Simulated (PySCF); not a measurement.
C3H8AlCl, SMILES C(C)[CH2][AlH][Cl].

The structure is a stationary point at B3LYP-D3(BJ)/def2-SVP. Other conformers were not sampled.

Calculation: B3LYP-D3(BJ)/def2-SVP run with PySCF.

Frequencies are harmonic and unscaled.

```csv
mode,ν (cm⁻¹),IR (km/mol),moving atoms (share of kinetic energy)
1,14,0.3,"H 41 %, C 26 %, Al 20 %, Cl 13 %"
2,85,2.0,"C 32 %, Al 26 %, Cl 25 %, H 16 %"
3,88,0.8,"C 58 %, H 38 %"
4,219,4.6,"C 51 %, Cl 27 %, H 14 %"
5,259,0.0,H 94 %
6,327,5.4,"C 49 %, H 28 %, Al 21 %"
7,394,54.1,"H 85 %, Al 12 %"
8,522,49.6,"Al 46 %, Cl 37 %, H 11 %"
9,626,75.8,"H 75 %, C 18 %"
10,668,43.3,"C 44 %, Al 30 %, H 25 %"
11,683,245.2,"H 86 %, Al 10 %"
12,777,2.7,"H 86 %, C 13 %"
13,901,4.5,"C 51 %, H 49 %"
14,977,10.0,H 92 %
15,1039,6.0,"C 58 %, H 42 %"
16,1078,33.3,"C 58 %, H 42 %"
17,1183,5.1,"H 61 %, C 39 %"
18,1221,1.0,"H 65 %, C 34 %"
19,1318,0.0,"H 92 %, C 8 %"
20,1353,18.9,"H 71 %, C 29 %"
21,1397,2.7,"H 78 %, C 22 %"
22,1421,1.9,"H 89 %, C 11 %"
23,1463,0.6,H 95 %
24,1468,7.1,H 97 %
25,1478,2.7,H 93 %
26,1952,180.2,H 96 %
27,2995,7.0,H 95 %
28,3013,35.6,H 94 %
29,3019,28.0,H 97 %
30,3029,0.8,"H 91 %, C 9 %"
31,3051,25.8,"H 91 %, C 9 %"
32,3100,38.8,"H 91 %, C 9 %"
33,3103,33.8,"H 91 %, C 9 %"
```
